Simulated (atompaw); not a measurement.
# Building the PAW (atompaw) potential for As (Z = 33) (PBE, scalar-relativistic).

- Element: As
- Generator: atompaw 4.2.0.5
- Type: PAW
- Functional: PBE
- Relativity: scalar-relativistic
- Frozen core: [Ar] 3d10
- Valence charge: 5
- Reference configuration: 4s1 4p4
- Partial waves: 4s (bound): rc 1.80 bohr; 4s channel at -0.55 Ry: rc 1.80 bohr; 4p (bound): rc 1.70 bohr; 4p channel at 0.6 Ry: rc 1.80 bohr; 4d channel at 0.3 Ry: rc 1.80 bohr; 4d channel at 1.05 Ry: rc 1.80 bohr
- Local potential: bessel scheme, radius 1.65 bohr
- Core correction: smooth core density matched at 1.20 bohr
- Augmentation charge: sinc compensation charge, radius 1.65 bohr; PAW radius 1.80 bohr; waves and projectors: custom polynom2 7 10 vanderbiltortho

(1) Estimate the cutoffs (Ry, on a coarse ladder) from which the occupation-weighted sum of valence levels, in a spherical-Bessel basis at the reference potential, stays within 10 and 1 mRy of its value at 400 Ry.

(2) What does a ghost test show?

(3) Is the overlap operator S = 1 + Σ q|β⟩⟨β| positive definite (Bessel basis up to 400 Ry)?

(4) Which valence shell sets the plane-wave cutoff?

Answers

(1) 12 Ry and 18 Ry.

(2) Ghost state, extra bound levels that the all-electron valence spectrum of the same l lacks: d at -16.0 eV. A true bound ghost makes a file unfit for plane-wave use.

(3) Yes: its lowest eigenvalue is 0.33 (s channel).

(4) 4s: its level needs 18 Ry to come within 1 mRy, against 10 Ry for 4p.
